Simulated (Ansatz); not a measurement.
Reaction (substitution at a C–Ge bond): `C[C](F)(Cl)[GeH3]` + HI → `CC(F)(Cl)I` + GeH₄

Gas-phase electronic energies from Ansatz, PBE0-D4/def2-TZVP geometries. CCSD(T)/CBS is the MP2 limit (def2-TZVPP, def2-QZVPP) plus CCSD(T) − MP2 in def2-TZVPP, frozen cores. Functionals use def2-TZVPP. def2 core potentials past Kr. For Ge, I outer-core shells are correlated without core-valence functions, which leaves a few kJ/mol of doubt a bond. Scalar relativity is left out up to krypton.

Problem. Is it downhill or uphill in electronic energy at CCSD(T)/CBS, and by how much? (Estimate.)

Solution. Ansatz gave: Uphill: ΔE = +0.30 eV.

Problem. What do these levels give: ωB97M-V, B2PLYP, PBE, MP2/def2-TZVPP, HF/def2-QZVPP, MP2/def2-QZVPP? (Estimate.)

Solution. The calculation gave: ωB97M-V 0.33, B2PLYP 0.30, PBE 0.24, MP2/def2-TZVPP 0.28, HF/def2-QZVPP 0.40, MP2/def2-QZVPP 0.25 eV.

Largest T1 diagnostic among the species: 0.012.

From PBE to PBE0 (25 % exact exchange), in def2-TZVPP and without D4, ΔE moves by +0.05 eV. In def2-TZVPP, CCSD(T) changes the Hartree–Fock value by −0.07 eV (the triples alone add −0.04 eV) and MP2 by −0.13 eV.
